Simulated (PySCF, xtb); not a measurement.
C3H8BNO, SMILES C[C@@H]1CB(N)O1.

GFN2-xTB (xtb) at its own geometry gives an orbital gap of 6.81 eV and a dipole moment of 1.65 D.

Geometry: B3LYP-D3(BJ)/def2-SVP. The structure was generated by enumeration; whether it is a known compound was not checked. Other conformers were not sampled.

What does CAM-B3LYP/def2-TZVP (PySCF) give? (Estimate from the structure and the level; the computed values follow.)

gap 10.61 eV (levels -8.91 and 1.69 eV), dipole 1.54 D.
